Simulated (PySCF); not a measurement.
Computed IR spectrum (relative IR intensity) of a molecule CH13NSi4. Coordinates come from a PBE-D3(BJ)/def2-SVP optimisation. One conformer was computed; it need not be the lowest. Computed with PySCF 2.14.0 with PBE-D3(BJ)/def2-SVP. Frequencies are harmonic and unscaled.

Lines under 2 % of the strongest are left out, and lines within 2 cm⁻¹ are merged.

| ν (cm⁻¹) | relative intensity |
|---|---|
| 146 | 2.6 |
| 273 | 6.1 |
| 457 | 37 |
| 463 | 7.4 |
| 479 | 32 |
| 490 | 18 |
| 550 | 11 |
| 623 | 34 |
| 652 | 50 |
| 655 | 31 |
| 693 | 5.2 |
| 718 | 12 |
| 757 | 22 |
| 784 | 33 |
| 815 | 4.4 |
| 835 | 100 |
| 873 | 13 |
| 881 | 29 |
| 900 | 71 |
| 904 | 14 |
| 906 | 53 |
| 910 | 11 |
| 926 | 13 |
| 1027 | 39 |
| 1327 | 2.6 |
| 1499 | 15 |
| 2116 | 27 |
| 2131 | 18 |
| 2142 | 24 |
| 2146 | 56 |
| 2148 | 28 |
| 2157 | 50 |
| 2159 | 42 |
| 2169 | 31 |
| 2177 | 46 |
| 3472 | 13 |
| 3565 | 8.7 |

Q: Identify the compound among the candidates.
A. N[SiH2][Si@@H]([SiH3])C[SiH3]
B. [SiH3]C[SiH2]N[SiH2][SiH3]
C. N[Si@@H](C[SiH3])[SiH2][SiH3]
D. NC[SiH2][SiH2][SiH2][SiH3]

A: C, N[Si@@H](C[SiH3])[SiH2][SiH3]
